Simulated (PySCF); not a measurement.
Spin-orbit coupling and the second ionisation energy along the noble gases

Two-component X2C-1e calculated with PySCF 2.14: MP2 on generalised Hartree-Fock spinors (GMP2), with spin-orbit coupling off and on (screened by Boettger's factors); no Breit or QED terms. Values in eV; the references (NIST) lie between the lowest levels. Elements whose determinants are no pure J levels are left out.

| element | configurations | spin-free | with spin-orbit | shift | reference |
| --- | --- | --- | --- | --- | --- |
| Ne (x2c-SVPall-2c, 1s2 frozen) | [He] 2s2 2p5 → [He] 2s2 2p4 | 40.640 | 40.635 | -0.005 | 40.963 |
| Ar (x2c-SVPall-2c, [Ne] frozen) | [Ne] 3s2 3p5 → [Ne] 3s2 3p4 | 27.324 | 27.312 | -0.012 | 27.630 |
| Kr (x2c-SVPall-2c, [Ne] frozen) | [Ar] 3d10 4s2 4p5 → [Ar] 3d10 4s2 4p4 | 24.053 | 23.969 | -0.084 | 24.360 |
| Xe (x2c-SVPall-2c, [Ar] 3d10 frozen) | [Kr] 4d10 5s2 5p5 → [Kr] 4d10 5s2 5p4 | 20.770 | 20.527 | -0.244 | 20.975 (s) |

The largest shift is at Xe, -0.244 eV, where spin-orbit coupling lowers the species with fewer electrons by more than the one with more (starting occupations 5p1/2^2 5p3/2^3 and 5p1/2^2 5p3/2^2).

What remains against the references is mostly the basis and correlation beyond MP2. References marked (s) are semi-empirical, (t) theoretical.
